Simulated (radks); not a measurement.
The iodine ion I+ is in [Kr] 4d10 5s2 5p4. Method: scalar-relativistic Kohn-Sham, PBEsol, spin-polarised, spherical densities, finite nucleus; Fermi nuclear charge, rms radius of each element as measured or else 0.836 A^(1/3) + 0.57 fm; computed with a radial shooting solver on a logarithmic mesh with Libxc functionals. Open shells are filled with parallel spins first. One electron is removed from 4d, 4p, 5s, 5p in turn, with full relaxation. Which removal costs least, and what does each cost?

Answer. 5p 18.657 eV; 5s 30.326 eV; 4d 68.049 eV; 4p 146.12 eV. The 5p electron leaves first.
